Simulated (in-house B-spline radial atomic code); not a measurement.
The numbers below are computed, except where a source is named.
**Stopping and range of 5 keV P in InAs**

The pair potential comes from two frozen, spherical free-atom densities (PBE, B-spline radial code, scalar-relativistic past argon): electrostatics plus the change in Thomas-Fermi kinetic and Dirac exchange energy where they overlap, the recipe behind the universal ZBL potential, which averages such potentials (from solid-state densities) over many pairs. It is written V = (Z1 Z2 e²/r) φ(r/a), with e² = 14.3996 eV·Å and a = 0.46850 Å/(Z1^0.23 + Z2^0.23); ZBL's fit is φ = 0.18175 e^(−3.1998x) + 0.50986 e^(−0.94229x) + 0.28022 e^(−0.4029x) + 0.02817 e^(−0.20162x). Where φ falls below 4e-4 it is continued as an exponential.

The target is taken as amorphous, with density 5.68 g/cm³ (NSM archive of the Ioffe Institute); channelling is ignored. Masses: P 30.97, In 114.82, As 74.92 u. Nuclear stopping is S_n = 4π a Z1 Z2 e² M1/(M1 + M2) × s_n(ε), with s_n integrated over impact parameters for each pair. Electronic stopping is Lindhard and Scharff's S_e = Z1^(1/6) 8π e² a0 Z1 Z2/(Z1^(2/3) + Z2^(2/3))^(3/2) × v/v0, with a0 = 0.529177 Å and v = v0 at 24.801 keV/u; it misses the oscillations with Z1 seen in experiment, which reach tens of per cent. Compounds add by atom fraction.

```
target atom    a (Å)  ε at this energy  s_n, this pair  s_n, ZBL potential
         In  0.10865           0.04043          0.2699              0.2601
         As  0.11429           0.05672          0.2939              0.2832
```

(1) What are the atom density and the stopping powers at entry?

Along the track:

```csv
E (keV),N S_n (eV/nm),N S_e (eV/nm)
0.25,98.5,15.7
0.75,160,27.2
1.5,211,38.4
2.5,252,49.6
3.75,285,60.7
5,308,70.1
```

(2) Estimate the path length and the projected range.

## Answers

(1) N = 5.68 × 0.602214/94.87 = 0.03606 atoms/Å³. For In: S_n = 3070 × 0.2699 = 828.6 eV·Å², S_e = 2.9353 × √5000 = 207.6 eV·Å². For As: S_n = 2994 × 0.2939 = 880 eV·Å², S_e = 2.5646 × √5000 = 181.3 eV·Å². Averaged over the target's atoms (half each) and times N × 10 Å/nm, the ion loses N S_n = 308 eV/nm to recoils and N S_e = 70.1 eV/nm to electrons; the nuclear share is 81 %.

(2) With continuous slowing down the path is the integral of dE/(N (S_n + S_e)). Trapezoids over the table give 18 nm, and the stretch below the first row, with stopping taken as √E, adds 2E/(N S) = 4.4 nm: 22.4 nm in all, against 21.5 nm on a fine grid from 5 eV. Deflections shorten the depth: to first order in the energy passed on, N (S_n + S_e) dR_p/dE = 1 − N S_n (M2/M1) R_p/(2E), summed over the target's atoms, and integrating this on the fine grid gives R_p = 6.88 nm, 0.32 of the path. Lindhard's rule of thumb R/(1 + M2/3M1), with mean M2/M1 = 3.06, gives 10.7 nm; it is meant for M2/M1 below about 2. On the ZBL potential the same equation gives 7.11 nm, and the full integral equation, which keeps hard collisions, 7.43 nm.
